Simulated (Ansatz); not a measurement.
Computed with Ansatz on PBE0-D4/def2-TZVP structures; ΔE is electronic, products minus reactants. CCSD(T)/CBS is the MP2 limit (def2-TZVPP, def2-QZVPP) plus CCSD(T) − MP2 in def2-TZVPP, frozen cores. DFT in def2-TZVPP. Each species was taken in one conformer, which may not be the lowest.

`[CH3][Al]1[O][CH]1[SiH3]` + `CC(N)O` → `CC(O)N[SiH3]` + `[CH3][Al]1[CH2][O]1`  (ligand exchange at the Si–C bond)

`[CH3][Al]1[O][CH]1[SiH3]`:

Z-matrix (Å, degrees):
```
C
Al 1 1.931
H 1 1.093 2 110.3
H 1 1.093 2 110.0 3 -118.6
H 1 1.091 2 112.0 3 120.9
O 2 1.706 1 141.0 3 56.3
C 2 1.887 1 169.7 3 -124.5
Si 7 1.856 2 122.4 1 -79.6
H 7 1.093 2 120.1 1 81.9
H 8 1.491 7 109.5 2 107.4
H 8 1.491 7 113.8 2 -130.9
H 8 1.493 7 109.2 2 -10.8
```

`CC(N)O`:

Cartesian coordinates in Å:
```
C -1.127 0.344 -0.521
C 0.288 0.261 -0.001
N 0.860 -1.019 -0.309
O 0.214 0.560 1.390
H -1.557 1.320 -0.295
H -1.143 0.179 -1.598
H -1.743 -0.419 -0.038
H 0.912 1.017 -0.499
H 0.354 -1.756 0.167
H 1.834 -1.075 -0.038
H 1.107 0.587 1.742
```

`CC(O)N[SiH3]`:

Cartesian coordinates in Å:
```
C -1.911 0.393 -0.281
C -0.430 0.598 -0.067
O -0.310 1.610 0.920
N 0.237 -0.620 0.296
Si 1.839 -1.039 -0.164
H -2.081 -0.331 -1.079
H -2.368 0.019 0.640
H -2.393 1.336 -0.540
H 0.030 0.945 -1.005
H 0.624 1.711 1.126
H -0.192 -1.093 1.077
H 1.969 -0.953 -1.643
H 2.897 -0.152 0.411
H 2.087 -2.424 0.309
```

`[CH3][Al]1[CH2][O]1`:

Z-matrix (Å, degrees):
```
C
Al 1 1.934
H 1 1.093 2 110.3
H 1 1.091 2 112.2 3 -121.0
H 1 1.094 2 110.1 3 118.6
C 2 1.883 1 171.7 3 132.2
O 2 1.707 1 139.6 3 -49.4
H 6 1.091 2 123.8 1 80.7
H 6 1.091 2 123.8 1 -83.4
```

```json
{"level": "PBE0-D4", "ΔE (kJ/mol)": "-35.2"}
{"level": "PBE", "ΔE (kJ/mol)": "-31.0"}
{"level": "MP2/def2-TZVPP", "ΔE (kJ/mol)": "-40.3"}
{"level": "MP2/def2-QZVPP", "ΔE (kJ/mol)": "-40.3"}
```

Problem. What does CCSD(T)/CBS give? (An estimate is asked.)

Solution. Computed: -38.2 kJ/mol. The listed levels differ from it by 3.0, 7.2, -2.1, -2.1 kJ/mol.

Largest T1 diagnostic among the species: 0.015.

In def2-TZVPP, CCSD(T) changes the Hartree–Fock value by +9.9 kJ/mol (the triples alone add +2.0 kJ/mol) and MP2 by +8.3 kJ/mol. From PBE to PBE0 (25 % exact exchange), in def2-TZVPP and without D4, ΔE moves by −3.5 kJ/mol.

CCSD(T)/CBS has its own doubt, a few kJ/mol and more with outer-core shells, so smaller differences from it don't rank the levels.
